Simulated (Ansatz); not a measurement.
`C[O][Al][Cl]`, charge 0, multiplicity 2.

(1) Give a relaxed structure at PBE0-D4/def2-TZVP (Ansatz 0.2.0). (An estimate is asked.)

## Answers

(1) Computed: 
Cartesian coordinates in Å:
```
C 0.615 0.540 0.473
O -0.382 -0.413 0.728
Al -1.451 -1.346 -0.167
Cl -1.452 -1.190 -2.278
H 1.569 0.197 0.884
H 0.746 0.726 -0.598
H 0.356 1.486 0.959
```
Point group Cs.
